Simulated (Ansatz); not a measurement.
Species: CH$_{2}$BCl$_{2}$ (charge 0, doublet). It need not be the lowest isomer of its formula. SMILES: [CH2]B(Cl)Cl
Geometry from a B3LYP-D3(BJ)/def2-TZVP (Ansatz, a quantum-chemistry and plane-wave program) optimisation:
```xyz
6

C     -1.8440    -0.3678    -0.0462
B     -0.3600    -0.0718    -0.0090
Cl     0.8060    -1.3630     0.2728
Cl     0.2339     1.5705    -0.2467
H     -2.2345    -1.3681     0.0969
H     -2.5808     0.4076    -0.2176
```
Charge 0, spin multiplicity 2.

Parts of the frozen-core correlation energy in aug-cc-pV(Q+d)Z (Ansatz, hartree). Frozen orbitals: 12; correlated occupied orbitals by spin: 12 and 11; virtual: 406 and 407. Open shells are spin-unrestricted. No spin-orbit coupling. Non-relativistic.

```csv
term,value
reference (HF),-982.84868
MP2 opposite-spin,(withheld)
MP2 same-spin,(withheld)
CCSD correlation,(withheld)
(T),-0.03359
T1 diagnostic,0.013
largest doubles amplitude,0.012
<S^2> of the reference,0.759
```

Task: What belongs in the gaps?

Result: 
- MP2 opposite-spin, value: -0.51437
- MP2 same-spin, value: -0.15751
- CCSD correlation, value: -0.71362
